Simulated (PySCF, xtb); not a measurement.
Bi(Me)2 (C2H6Bi), SMILES [CH3][Bi][CH3], multiplicity 2.

Harmonic wavenumbers (cm⁻¹) from GFN2-xTB in xtb at its own minimum, in rising order: 49, 57, 147, 508, 515, 725, 742, 754, 816, 1280, 1289, 1492, 1495, 1499, 1502, 3068, 3068, 3072, 3073, 3079, 3082.

Question: What does PySCF with PBE-D3(BJ)/def2-SVP give at its own minimum? (An estimate is asked for; the answer gives what the named calculation found.)

Answer: 78, 86, 142, 446, 449, 657, 659, 661, 764, 1119, 1133, 1372, 1374, 1383, 1383, 2982, 2984, 3098, 3099, 3108, 3109. Paired by order, the mean absolute difference is 74 cm⁻¹ and the zero-point energies are 44.8 and 43.0 kcal/mol.
